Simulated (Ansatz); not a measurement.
## SnH3F (SnFH3): methods side by side

The species is SnH3F (5 atoms), meant as a singlet with charge 0. As SMILES, `[H][Sn]([H])([H])[F]`. Geometry: a GFN2-xTB relaxation, a rough one for these elements and not checked as a minimum.

```xyz
5

Sn   -0.0026    0.0024   -0.1669
F     0.0117   -0.0193    1.7573
H     1.6192    0.0110   -0.5382
H    -0.8177    1.4085   -0.5125
H    -0.8106   -1.4026   -0.5397
```

Each level gives the energy change with the Sn1–H4 bond stretched from 1.662 to 2.077 Å (eV). The values are calculated.

```
                        level                    kind  program  value (eV)  less FCI/STO-3G  CPU time (all runs)
    SVWN5/STO-3G (restricted)                     LDA   Ansatz        1.03            +0.06                4.1 s
     BLYP/STO-3G (restricted)                     GGA   Ansatz        0.94            -0.03                6.1 s
      PBE/STO-3G (restricted)                     GGA   Ansatz        0.94            -0.03                  6 s
   revPBE/STO-3G (restricted)                     GGA   Ansatz        0.90            -0.07                6.1 s
     PBE0/STO-3G (restricted)           global hybrid   Ansatz        1.08            +0.11                6.3 s
CAM-B3LYP/STO-3G (restricted)  range-separated hybrid   Ansatz        1.16            +0.19                7.4 s
    HSE06/STO-3G (restricted)  range-separated hybrid   Ansatz        1.07            +0.10                7.4 s
   CCSDTQ/STO-3G (restricted)   coupled cluster or CI   Ansatz        0.97             0.00                 71 s
                   FCI/STO-3G      exact in the basis   Ansatz        0.97             0.00                 45 s
```

FCI/STO-3G is exact within its basis and frozen core, so for wave-function methods in that basis the difference is their error; functionals converge differently with the basis, so for them it is only a difference. All-electron rows without a relativistic Hamiltonian named are non-relativistic. The first shape isn't each level's own minimum. The values span 0.90 to 1.16 eV. All rows use very small basis sets, so none should be taken for the real molecule's value. In the correlated wave-function rows the outer d shell of Sn is correlated, in sets not made for it. CPU times are rough (shared hosts, several kinds of processor and program).
